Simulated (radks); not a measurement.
The gadolinium ion Gd12+ is in [Kr] 4d10 4f4 5s2. Calculated with a radial shooting solver on a logarithmic mesh with Libxc functionals: scalar-relativistic Kohn-Sham, PBEsol, spin-polarised, spherical densities, finite nucleus; Fermi nuclear charge, rms radius of each element as measured or else 0.836 A^(1/3) + 0.57 fm. Open shells are filled with parallel spins first. One electron is removed from 4f, 5s, 4p, 4d in turn, with full relaxation. Which removal costs least, and what does each cost?

Answer. 4f 235.95 eV; 5s 240.77 eV; 4d 376.83 eV; 4p 507.81 eV. The 4f electron leaves first.
